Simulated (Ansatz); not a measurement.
This Ansatz (a program for electronic structure) input (CCSD(T)/pcseg-0) gives -74.64464 Eh with 9 basis functions. A basis named .json is the Basis Set Exchange file of that set (core-valence sets with the plain set on hydrogen).

Ansatz 0.2 input:
```yaml
crystal:
  periodic: [false, false, false]
  atoms:
    - {symbol: O, position_ang: [0.00000000, 0.00000000, 0.00000000]}
basis:
  gaussian:
    orbitals: pcseg-0.json
magnetization: {spin_polarized: true, initial_magnetization: 2}
correlation: {method: ccsd_t, electrons: outside_noble_gas}
scf: {lower_state_search: full}
```

Change:
```diff
- orbitals: pcseg-0.json
+ orbitals: 6-31G
```

Question: What does the run give now?

Answer: -74.83850 Eh (CCSD(T)/6-31G, 9 functions), a change of -193.86 mEh.
